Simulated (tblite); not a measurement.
Species: C4H2N4.
InChI=1S/C4H2N4/c5-1-4-2-6-8-7-3-4/h2-3H

Computed values, GFN2-xTB/tblite, gas phase, harmonic and unscaled. This tight-binding method is rough: wavenumbers can miss measured ones by several per cent, in bad cases by 10 to 20.

Harmonic wavenumbers (cm⁻¹): 80.4, 143.2, 225.8, 258.4, 465.5, 519.9, 548.3, 648.5, 745.4, 825.6, 845.4, 911.5, 1041.1, 1043.3, 1129.2, 1173.7, 1235.3, 1332.2, 1376.2, 1450.2, 1485.9, 2369.6, 3071.9, 3072.8.

A = 6445, B = 1598, C = 1280 MHz; mass 106.028 u (most abundant isotopes); point group C2v, symmetry number 2.

Zero-point energy?

½Σν̃ = 13000 cm⁻¹ = 155.51 kJ/mol.

Give the ideal-gas entropy at 400 K and 1 bar in the rigid-rotor, harmonic-oscillator model (classical rotation).

Translation 173.13, rotation 113.34, vibration 80.25: S = 366.7 J/(mol K).

And Cp and H(400 K) − H(0)?

Cp = 124.23 J/(mol K), of which vibrations give 90.97 (their classical limit is 24 R = 199.5); H(400 K) − H(0) = 30.98 kJ/mol without the zero-point energy, 17.68 from vibrations.

Blend soft modes into free rotors: weight 1/[1 + (100 cm⁻¹/ν̃)⁴] for the oscillator and the rest for a rotor with moment μB/(μ + B), μ = h/(8π²ν), B = 10⁻⁴⁴ kg m². What vibrational entropy results?

76.58 J/(mol K) in place of 80.25, which changes −T·S at 400 K by +1.47 kJ/mol.

How do the functions run with temperature in this model?

```tsv
T (K)	S (J/(mol K))	Cp (J/(mol K))	H − H(0) (kJ/mol)	G − H(0) (kJ/mol)	ln q(vib)
150	278.2	65.3	7.20	-34.52	1.15
250	317.0	89.1	14.90	-64.34	2.38
298.15	333.7	101.0	19.48	-80.01	3.00
600	424.0	157.7	59.44	-194.93	7.00
900	493.9	186.1	111.48	-333.03	10.81
```

q(vib) and H(0) count from the zero-point level.

What must be added to the electronic energy to get the Gibbs energy at 400 K and 1 bar?

ZPE + [H(400 K) − H(0)] − T·S = 155.51 + 30.98 − 146.69 = 39.80 kJ/mol.

Hindered rotation and anharmonicity are outside this model.
